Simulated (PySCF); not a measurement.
Atoms are numbered as in `[SiH3:1][N:2]=[P@:3]12[CH:4]=[CH:5][C@H:6]([CH:7]=[CH:8]1)[CH:9]=[CH:10]2`. Each H is labelled by its parent atom.

- structure optimised with GFN2-xTB
- σ from GIAO-PBE0/pcSseg-1
- run in PySCF
- one averaged value for each set of equivalent atoms, no solvent model, a single conformation, no relativistic terms

Chemical shifts δ = σref − σ; 13C (σref 186.93), 1H (σref 31.72), 29Si (σref 349.16) vs TMS; NH3 for 15N (σref 267.73); H3PO4 for 31P (σref 318.38), all at this level.

```tsv
atoms	nucleus	count	δ (ppm)
P3	31P	1	-31.3
H(C6)	1H	1	4.65
C5/C7/C9	13C	3	159.0
Si1	29Si	1	-65.7
H(C4)/H(C8)/H(C10)	1H	3	?
H(Si1)	1H	3	?
C6	13C	1	51.8
N2	15N	1	7.3
H(C5)/H(C7)/H(C9)	1H	3	7.62
C4/C8/C10	13C	3	?
```

Question: Estimate the values marked ?.

Answer: 
- C4/C8/C10: 145.6 ppm, alkene CH; as expected for a trigonal carbon in a double bond
- H(C4)/H(C8)/H(C10): 7.24 ppm, hydrogen on an alkene CH; olefinic region
- H(Si1): 5.11 ppm, hydrogen on a silicon bonded to N

Shifts are as computed. Against solution values, carbons near 30 ppm lie about +3 ppm off and those near 130 ppm about +5 ppm. Of 1211 compounds with measured shifts, 218 miss one by over three times the rms of a fit or turn the order of signals round; such compounds aren't used in these exercises. Experimental scales use liquid or dissolved standards, which lie at an offset from isolated NH3 (liquid NH3: subtract about 20 ppm) and H3PO4.
